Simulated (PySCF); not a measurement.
Molecule: SMILES CC#CC[SiH3], C$_{4}$H$_{8}$Si.

Atom-mapped SMILES (the numbers label the heavy atoms): `[CH3:1][C:2]#[C:3][CH2:4][SiH3:5]`. Each H is labelled by its parent atom.

Geometry PBE0-D3(BJ)/def2-SVP throughout; GIAO in PySCF 2.14.0 with density-fitted response routines, gas phase, one conformer, non-relativistic; equivalent atoms averaged; basis pcSseg-2.

For orientation, HF gives these shifts δ (against TMS at the same level): C2 82.9, C3 82.1, C1 3.5, C4 -2.8, Si5 -55.2, H(Si5) 3.78, H(C1) 1.80, H(C4) 1.41 ppm.

A run gave: C2 81.2, C3 80.5, C1 4.8, C4 1.8, Si5 -69.1, H(Si5) 4.04, H(C1) 1.89, H(C4) 1.88 ppm (shifts δ (against TMS at the same level)).

Q: Which functional was used in that run?
A. OPBE
B. B97-D
C. KT2
D. KT3
E. PBE

A: E. C3 tells them apart best: PBE gives 80.5, OPBE gives 78.2, KT2 gives 74.5, KT3 gives 73.0, B97-D gives 76.9 ppm.
